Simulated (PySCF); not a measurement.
Trend along the fifth-period p block: MZn cations

PBE0 with double-zeta basis sets in PySCF, for the lowest determinant that a PBE0 search found; no spin–orbit coupling. De refers to high-spin ground-configuration atoms (the charge goes to the atom of lower measured ionisation energy or higher electron affinity, which is not always the lowest computed limit). A positive dipole points towards Zn; it is taken about the centre of mass and depends on that origin.

| M | basis | charged atom | state (unpaired electrons) | Re (Å) | ωe (cm⁻¹) | De (eV) | μ (D) |
| --- | --- | --- | --- | --- | --- | --- | --- |
| Sn | def2-SVPD | Sn+ | doublet (π ↑) | 2.775 | 146 | 1.51 | 2.21 |
| Sb | def2-SVP | Sb+ | triplet (π ↑↑) | 2.615 | 185 | 2.49 | 4.24 |
| I | def2-SVP | Zn+ | singlet (closed shell) | 2.386 | 274 | 2.23 | 7.30 |

The shortest bond is that of ZnI⁺ (2.386 Å), the longest that of ZnSn⁺ (2.775 Å). ZnSb⁺ is bound most strongly (2.49 eV) and ZnSn⁺ least (1.51 eV).

The rows differ in basis set, which adds steps of its own.

The state changes along the series, so neighbouring rows are not always alike in their bonding.

These are scalar-relativistic numbers at best; spin–orbit coupling would shift them, the dissociation energy most. For an ion De counts to the pair picked by the measured ionisation energies or electron affinities, which need not be the lowest pair at this level. States were picked by a PBE0 search and need not be the measured ground states.
